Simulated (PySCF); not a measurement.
Work out the structure from these simulated measurements.

Elements present: C, F, H, S and Si. Monoisotopic mass: 153.9540 u.

* Polarisability: 89.5 au [CAM-B3LYP/def2-SVPD]
* Triplet: lowest triplet excitation (Tamm–Dancoff): 4.90 eV [TDA CAM-B3LYP/def2-SVPD]
* Rotational structure: rotational constants A, B, C: 1.761, 1.172, 0.910 GHz [GFN2-xTB]
* Dipole: 0.66 D [CAM-B3LYP/def2-SVPD]
* UV, first state: lowest singlet excitation: 5.79 eV (214 nm, f = 0.008) [TDDFT CAM-B3LYP/def2-SVPD]
* 13C NMR: chemical shifts (computed TMS as zero) by class: 107.2 (1 C), 86.9 (1 C) ppm [GIAO PBE0/pcSseg-1]

Electronic properties: PySCF, gas phase, density fitting. Levels stand in brackets. The structure is a single GFN2-xTB conformer in the gas phase; no vibrational or solvent corrections. Each NMR value is the plain mean over a class of atoms that symmetry, rotation or inversion makes alike.

Problem. Which formula fits the mass and the elements?

Solution. C2H4F2SSi2 (calculated 153.9540). No other formula that holds each of these elements comes within 0.0003 u with a fitting electron parity and a possible valence count.

Problem. What is the compound? Reason from the data.

Solution. Numbering: `[CH:1]#[C:2][Si@H:3]([F:4])[S:5][SiH2:6][F:7]`. Its formula, C2H4F2SSi2, gives 2 degrees of unsaturation: 0 rings and 2 π bonds in the structure found. 2 carbons fall into 2 classes; from least to most shielded: terminal alkyne carbon [C1] (107.2 ppm), alkyne carbon [C2] (86.9 ppm). The optimised geometry has point group C1 and is an asymmetric top. Structure: `C#C[Si@H](F)S[SiH2]F`. The assignments are read from this structure; whether some other isomer fits the data as well wasn't checked. The mirror image fits equally.

Conformer computed: `[CH:1]#[C:2][Si@H:3]([F:4])[S:5][SiH2:6][F:7]`: C2–Si3–S5–Si6 66°, Si3–S5–Si6–F7 -59°.
